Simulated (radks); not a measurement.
Q: These are the eigenvalues of the occupied orbitals of an atom or ion with whole-number occupations (Ry). Method: Dirac Kohn-Sham, PBEsol, spin-unpolarised, spherical densities, finite nucleus; Fermi nuclear charge, rms radius of each element as measured or else 0.836 A^(1/3) + 0.57 fm; computed with a radial shooting solver on a logarithmic mesh with Libxc functionals.

| orbital | eigenvalue |
|---|---|
| 1s1/2 | -22.57196 |
| 2s1/2 | -2.95300 |

Which element is it, and in what charge state? The configuration may be excited. Open shells, if any, fill j = l - 1/2 first.

A: Z = 6, carbon, charge +2: C2+ in [He] 2s2. The 1s level, -11.286 hartree, gives Z - s = 4.8 by -(Z - s)^2/2, which with screening and relativity narrows Z to a few neighbours, and the depths must fix Z and the occupations together.
